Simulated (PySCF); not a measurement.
C8H11FO3.
Numbering: `[CH3:1][C@@:2]1([O:3][CH:4]=[O:5])[CH2:6][C@:7]2([F:8])[CH2:9][CH2:10][C@H:11]1[O:12]2` (hydrogens: H13, H14, H15 on C1; H16 on C4; H17, H18 on C6; H19, H20 on C9; H21, H22 on C10; H23 on C11)

Geometry (PBE0-D3(BJ)/def2-SVP, Å), atoms numbered from 1 in this order:
```xyz
23
C8H11FO3 angstrom
C      1.3945    1.7356    0.2035
C      0.6768    0.3999    0.1811
O      1.6150   -0.6679   -0.0515
C      2.1832   -0.7822   -1.2471
O      1.9596   -0.1062   -2.2109
C     -0.0577    0.0920    1.5017
C     -1.5137    0.0686    1.0320
F     -2.3986    0.4103    1.9838
C     -1.8464   -1.2307    0.2985
C     -1.0888   -1.0046   -1.0236
C     -0.5287    0.4132   -0.8067
O     -1.5205    1.0294   -0.0015
H      2.1365    1.7584    1.0156
H      0.6549    2.5283    0.3814
H      1.8957    1.9286   -0.7546
H      2.9073   -1.6239   -1.2219
H      0.2817   -0.8548    1.9398
H      0.0679    0.8962    2.2392
H     -2.9349   -1.2778    0.1555
H     -1.5257   -2.1215    0.8548
H     -1.7667   -1.0029   -1.8871
H     -0.3095   -1.7525   -1.2145
H     -0.3518    0.9966   -1.7150
```

Level: PBE0/pcSseg-1 in PySCF, non-relativistic, on one gas-phase PBE0-D3(BJ)/def2-SVP geometry that isn't relaxed in the solvent. The solvent is an IEF-PCM continuum (Bondi radii, 1.10 Å for H, scaled by 1.2). Specific hydrogen bonds and non-electrostatic terms are outside this model.

Gas phase at PBE0/pcSseg-1: HOMO -8.00 eV, LUMO -0.19 eV, dipole 2.43 D.

What does the continuum do to the energy, the frontier levels and the dipole at PBE0/pcSseg-1 in benzene?

```
solvent      ε  E(solvent) − E(gas) (kJ/mol)  polarisation term (kJ/mol)  distortion of the solute (kJ/mol)  HOMO (eV)  LUMO (eV)  dipole (D)
benzene  2.271                        -13.70                      -14.46                               0.76      -7.97      -0.12        2.77
```

The polarisation term is half the interaction of the solute with the surface charges that it induces; the rest is the cost of distorting the solute's density. The sum is the electrostatic part of solvation alone.

Which radius a makes the point-dipole formula ΔE = −[(ε − 1)/(2ε + 1)]·μ²/a³ give the value in benzene, with the gas-phase dipole?

μ = 0.954 au and |ΔE| = 0.00522 Eh give a = 1.81 Å; the farthest nucleus lies 3.54 Å from the centroid of the nuclei, so such a sphere wouldn't even hold the nuclei. The formula assumes a rigid point dipole at the centre of a sphere.

Give the dipole vector in the frame of the coordinates (D, pointing from negative to positive charge), gas and benzene.

Gas (1.44, -1.83, 0.69), solvent (1.62, -2.09, 0.80). Its length changes by +14 % and its direction by less than 1°.

Which Hirshfeld charges (PBE0/pcSseg-1) respond most in benzene (means over atoms taken as equivalent)?

| atoms | environment | gas (e) | solvent (e) | change |
| --- | --- | --- | --- | --- |
| O5 | ester carbonyl oxygen | -0.235 | -0.248 | -0.013 |
| O12 | cyclic ether oxygen | -0.151 | -0.159 | -0.008 |
| H16 | formyl hydrogen | +0.063 | +0.069 | +0.006 |
| F8 | alkyl fluorine | -0.094 | -0.100 | -0.006 |
| C4 | ester carbonyl carbon | +0.183 | +0.187 | +0.004 |
| H20 | methylene hydrogen | +0.044 | +0.047 | +0.003 |
| H17 | methylene hydrogen | +0.045 | +0.047 | +0.002 |
| H22 | methylene hydrogen | +0.032 | +0.035 | +0.003 |

Which Mayer bond orders change most in benzene?

```csv
bond,length (Å),gas,solvent,change
C4–O5,1.198,1.935,1.922,-0.013
C7–F8,1.344,0.956,0.948,-0.008
C11–O12,1.418,0.897,0.892,-0.005
O3–C4,1.329,1.132,1.136,+0.004
C6–C7,1.530,1.014,1.017,+0.003
C2–O3,1.440,0.760,0.758,-0.002
C7–C9,1.529,0.991,0.993,+0.002
C6–H17,1.097,0.929,0.927,-0.002
```

How do the nuclear quadrupole coupling constants eQVzz/h respond in benzene?

| nucleus | Q (barn) | gas (MHz) | solvent (MHz) | η gas | η solvent |
| --- | --- | --- | --- | --- | --- |
| 17O at O3 | -0.0256 | -9.83 | -9.79 | 0.30 | 0.29 |
| 17O at O5 | -0.0256 | 9.82 | 9.73 | 0.25 | 0.22 |
| 17O at O12 | -0.0256 | 12.07 | 12.03 | 0.72 | 0.72 |
